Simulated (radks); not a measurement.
Q: The mean radii <r> (bohr) of the occupied orbitals of an atom or ion are listed with their occupations. Method: scalar-relativistic Kohn-Sham, PBE, spin-unpolarised, spherical densities, finite nucleus; Fermi nuclear charge, rms radius of each element as measured or else 0.836 A^(1/3) + 0.57 fm; computed with a radial shooting solver on a logarithmic mesh with Libxc functionals.

| orbital | occ. | <r> |
|---|---|---|
| 1s | 2 | 0.02318 |
| 2s | 2 | 0.09896 |
| 2p | 6 | 0.08710 |
| 3s | 2 | 0.2605 |
| 3p | 6 | 0.2587 |
| 3d | 10 | 0.2362 |
| 4s | 2 | 0.5933 |
| 4p | 6 | 0.6285 |
| 4d | 10 | 0.6901 |
| 5s | 2 | 1.460 |
| 5p | 6 | 1.732 |
| 4f | 6 | 1.272 |

Name the element and its charge.

A: Z = 61, promethium, charge +1: Pm+ in [Xe] 4f6. The 1s radius gives Z: for a bare nucleus <r> = (2 gamma + 1)/(2Z) with gamma = sqrt(1 - (Z/c)^2), 0.02288 bohr for Z = 61, and screening makes it slightly larger (0.02318 here). The occupations add up to 60, and the charge is Z minus that.
